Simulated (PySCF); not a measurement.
Question: Give a PBE0-D3(BJ)/def2-SVP geometry of W(NMe)2Me2, `C[N]=[W]([CH3])([CH3])=[N]C`. (Singlet state.)

Answer: 
Z-matrix in Å and degrees, rows numbered from 1:
```
W 
N   1  1.7541
C   2  1.4180  1  158.70
H   3  1.1046  2  112.08  1    27.78
H   3  1.1040  2  110.66  1   147.83
H   3  1.1041  2  111.21  1   -92.94
N   1  1.7532  2  112.27  3     0.08
C   7  1.4179  1  158.79  2     0.31
H   8  1.1041  7  110.95  1   110.82
H   8  1.1041  7  110.75  1  -130.10
H   8  1.1047  7  112.19  1    -9.74
C   1  2.1299  2  107.27  3  -116.99
H  12  1.1048  1  109.31  2  -179.61
H  12  1.1014  1  113.66  2    60.16
H  12  1.1047  1  109.55  2   -60.25
C   1  2.1298  2  107.45  3   117.45
H  16  1.1046  1  109.66  2    59.63
H  16  1.1016  1  113.53  2   -60.77
H  16  1.1048  1  109.37  2   179.11
```

W1 (tungsten bonded to 2 C and 2 N) is distorted tetrahedral (angles from 106.8° to 116.2°). N2 (nitrogen bonded to C and W) is bent (angle 158.7°).

The calculation used PBE0-D3(BJ)/def2-SVP geometry optimisation, gas phase, def2 core potentials past Kr in PySCF 2.14.0.

Point group: near Cs, missed by 0.36 Å at most; the miss may be what the optimiser left on a soft mode. Stationary, but not proved a minimum. Torsions: N7–W1–N2–C3 0°, N2–W1–N7–C8 0°.
